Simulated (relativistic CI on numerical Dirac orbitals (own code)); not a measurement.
# Slater and spin-orbit integrals, Pm²⁺

Method of calculation: Dirac-Coulomb-Breit CI, orbitals from a KLI potential per configuration, QED by a radiative potential, valence Slater integrals scaled by 0.85, P86 correlation energy added to each configuration (own radial code, finite nucleus).

Slater integrals F^k, G^k are unscaled and averaged over j, outside the closed core [Xe]; ζ comes from projecting the Hamiltonian with its Breit term on Σ l·s of the shell.

- 4f5: F^2(4f,4f) = 91883, F^4(4f,4f) = 56960, F^6(4f,4f) = 40788, ζ(4f) = 909.43 cm⁻¹; <r>(4f) = 1.031, <r^2>(4f) = 1.428 (bohr units).
- 4f4.5d: F^2(4f,4f) = 100410, F^4(4f,4f) = 62655, F^6(4f,4f) = 44979, ζ(4f) = 1010.7, F^2(4f,5d) = 27243, F^4(4f,5d) = 13641, G^1(4f,5d) = 14333, G^3(4f,5d) = 11132, G^5(4f,5d) = 8368.7, ζ(5d) = 644.87 cm⁻¹; <r>(4f) = 0.9535, <r^2>(4f) = 1.186, <r>(5d) = 2.436, <r^2>(5d) = 6.871 (bohr units).
- 4f4.6s: F^2(4f,4f) = 101340, F^4(4f,4f) = 63280, F^6(4f,4f) = 45441, ζ(4f) = 1007.7, G^3(4f,6s) = 3129.2 cm⁻¹; <r>(4f) = 0.9454, <r^2>(4f) = 1.159, <r>(6s) = 3.557, <r^2>(6s) = 14.11 (bohr units).

In this model ζ of a weakly bound d, f or g electron outside closed shells comes out too small, for d by up to a factor of two or three and at times with the wrong sign; that of an outer p electron is too small as well.

For a near-neutral ion this model can misplace configurations by up to about 10,000 cm⁻¹ (more where the count of f electrons changes) and terms by 10 to 25 % of their spread. Rates follow the energies as ν³ (E1, M1) or ν⁵ (E2), so they and the lifetimes can be off by large factors. The fine structure of a lone outer electron comes out too small, for d and f at times inverted, and misplaced configurations move strength between like terms.

Averages of the first 7 configurations, taken without configuration mixing, which lowers the lowest level and can move excited configurations by several eV; other configurations of the list can lie among them:

```csv
Configuration,Parity,States,Average energy above the lowest level (eV)
4f5,odd,2002,5.2
4f4.5d,even,10010,6.1
4f4.6s,even,2002,7.5
4f4.6p,odd,6006,11.5
4f3.6s2,odd,364,18.1
4f4.7s,even,2002,16.3
4f4.7p,odd,6006,17.9
```
